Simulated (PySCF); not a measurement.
A structure optimised at B3LYP-D3(BJ)/def2-SVP, used in a PySCF frequency run:

```
B
Cl 1 1.7470
Cl 1 1.7470 2 119.97
I 1 2.1425 2 120.02 3 180.00
```

Question: Write its SMILES, formula and point group.

Answer: ClB(Cl)I, BCl₂I, C2v

Question: What are its rotational constants (standard atomic weights)?

Answer: 3.1150, 1.1880, 0.86000 GHz
